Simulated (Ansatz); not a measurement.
trans-CoF2(H2O)4 (CoO₄F₂H₈): single points at one geometry.

```yaml
crystal:
  periodic: [false, false, false]
  atoms:
    - {symbol: Co, position_ang: [0.000464, -0.001695, 0.000072]}
    - {symbol: F, position_ang: [0.560895, -0.730231, 1.743159]}
    - {symbol: F, position_ang: [-0.557449, 0.727176, -1.743822]}
    - {symbol: O, position_ang: [2.169482, 0.177703, 0.118558]}
    - {symbol: H, position_ang: [2.647654, -0.501756, -0.376637]}
    - {symbol: H, position_ang: [1.927665, -0.247172, 0.992028]}
    - {symbol: O, position_ang: [-2.169532, -0.173712, -0.119132]}
    - {symbol: H, position_ang: [-1.925154, 0.248050, -0.993454]}
    - {symbol: H, position_ang: [-2.642312, 0.510851, 0.374349]}
    - {symbol: O, position_ang: [0.061031, 2.135543, 0.207079]}
    - {symbol: H, position_ang: [-0.147496, 2.051178, -0.760347]}
    - {symbol: H, position_ang: [1.010134, 2.330014, 0.240681]}
    - {symbol: O, position_ang: [-0.065729, -2.138591, -0.205987]}
    - {symbol: H, position_ang: [-1.015128, -2.331820, -0.237353]}
    - {symbol: H, position_ang: [0.145493, -2.055508, 0.760806]}
basis:
  gaussian: {orbitals: def2-SVP, initial_orbitals: start.molden}
magnetization: {spin_polarized: true, initial_magnetization: 3}
hamiltonian: {xc: {text: "exchange = 0.85*pbe_x + 0.15*exact_x\ncorrelation = pbe_c"}}
scf: {omitted_lower_state_checks: [starts]}
output: {orbitals: {seedname: orbitals}}
```

The file start.molden holds the orbitals of an earlier run on this structure, at another level or in another basis.

```sh
$ ansatz run in.yaml --threads 4 --pin off --events-out ev --progress --plain --max-ram 8704MiB
```

It prints (some lines left out):

```
Functional definition: unnamed
1516 factors; integrals over basis functions are off by at most 1.4e-3 eV
mean field evaluation 1: about -51346.8682 eV, gradient 1.1e1 eV
mean field evaluation 2: about -51347.3847 eV, gradient 3.6e-1 eV
mean field evaluation 4: about -51347.6167 eV, gradient 2.5e-3 eV
mean field evaluation 8: about -51347.6167 eV, gradient 4.9e-5 eV
mean field -51347.61668177 eV, -1886.9901083903 hartree, gradient 1.2e-5 eV, S^2 3.752161; 0 other end points of the search recorded, 0 dependent functions left out
reference -51347.61674345 eV, -1886.9901106571 hartree; 44, 41 occupied and 111, 114 virtual orbitals, 1516 factors
Total energy: -51347.61674345 eV, -1886.9901106571 hartree
Checks for a lower state left out: starts
```

Hardware: 4 threads of Arm Neoverse V1 on a shared host. Wall time 9 s.

First input, but with `gaussian: {orbitals: def2-TZVPD, initial_orbitals: start.molden}`, `hamiltonian: {xc: pbe, dispersion: d4}` (abridged; 18 s):

```
Functional definition: PBE
mean field -51369.88074636 eV, -1887.8082976729 hartree, gradient 6.7e-6 eV, S^2 3.753320
Total energy: -51370.15075393 eV, -1887.8182202681 hartree
Checks for a lower state left out: starts
```

The first input with `gaussian: {orbitals: def2-TZVPD, initial_orbitals: start.molden}`, `hamiltonian: {xc: pbe0, dispersion: d4}` (abridged; 71 s):

```
Functional definition: PBE0
mean field -51370.15857847 eV, -1887.8185078145 hartree, gradient 1.0e-5 eV, S^2 3.753979
Total energy: -51370.38838592 eV, -1887.8269530826 hartree
Checks for a lower state left out: starts
```

As the first input, with `gaussian: {orbitals: def2-TZVP, initial_orbitals: start.molden}`, `hamiltonian: {xc: pbe0, dispersion: d4}`, `output: {forces: true, orbitals: {seedname: orbitals}}` (abridged; 42 s):

```
Functional definition: PBE0
mean field evaluation 16: about -51369.8785 eV, gradient 3.0e-6 eV
mean field -51369.87846750 eV, -1887.8082139264 hartree, gradient 3.0e-6 eV, S^2 3.753926
Total energy: -51370.10824730 eV, -1887.8166581783 hartree
Atom 0 force    -0.002583     0.000317    -0.000285 eV/Å
Atom 1 force    -0.009994     0.017191     0.175212 eV/Å
Atom 2 force     0.010945    -0.017948    -0.179304 eV/Å
Atom 3 force     0.127850    -0.477573     0.154331 eV/Å
Atom 4 force    -0.100253     0.274819     0.069903 eV/Å
Atom 5 force     0.192424     0.206797    -0.217328 eV/Å
Atom 6 force    -0.125112     0.479729    -0.154033 eV/Å
Atom 7 force    -0.193595    -0.207590     0.217753 eV/Å
Atom 8 force     0.097326    -0.279369    -0.067768 eV/Å
Atom 9 force     0.332117     0.025030    -0.374584 eV/Å
Atom 10 force     0.013841     0.180101     0.308911 eV/Å
Atom 11 force    -0.291088     0.010306     0.084643 eV/Å
Atom 12 force    -0.327723    -0.024140     0.375120 eV/Å
Atom 13 force     0.289311    -0.009442    -0.085491 eV/Å
Atom 14 force    -0.013466    -0.178229    -0.307079 eV/Å
Dipole moment:     0.002125     0.000458    -0.000147 e Å
Checks for a lower state left out: starts
```

First input, but with `hamiltonian: {xc: {text: "exchange = 0.60*pbe_x + 0.40*exact_x\ncorrelation = pbe_c"}}` (abridged; 14 s):

```
Functional definition: unnamed
mean field -51348.74006406 eV, -1887.0313919280 hartree, gradient 5.7e-6 eV, S^2 3.752811
Total energy: -51348.74010615 eV, -1887.0313934750 hartree
Checks for a lower state left out: starts
```

First input, but with `gaussian: {orbitals: STO-3G, initial_orbitals: start.molden}`, `hamiltonian: {xc: hf}` (abridged; 1.1 s):

```
Functional definition: HF
mean field -50678.05851146 eV, -1862.3842994742 hartree, gradient 5.5e-6 eV, S^2 4.728181
Total energy: -50678.05851146 eV, -1862.3842994742 hartree
Checks for a lower state left out: starts
```

First input, but with `gaussian: {orbitals: def2-TZVP, initial_orbitals: start.molden}`, `hamiltonian: {xc: lda}` (abridged; 4.5 s):

```
Functional definition: SPW92
mean field -51226.36960884 eV, -1882.5343606444 hartree, gradient 5.6e-6 eV, S^2 3.754267
Total energy: -51226.36964827 eV, -1882.5343620933 hartree
Checks for a lower state left out: starts
```

Geometry: r2SCAN-D4/def2-SVP.

At HF/STO-3G the charge 0 quartet is spin-contaminated (final ⟨S²⟩ up to 4.73, 3.75 for a pure state). At HF/STO-3G the highest occupied level of the charge 0 quartet lies above zero (up to 1.68 eV). In Hartree–Fock with STO-3G the lack of diffuse functions raises the level. At LDA (SPW92)/def2-TZVP the gap within one spin of the charge 0 quartet nearly closes, so an electron or hole may be smeared out by delocalisation error.
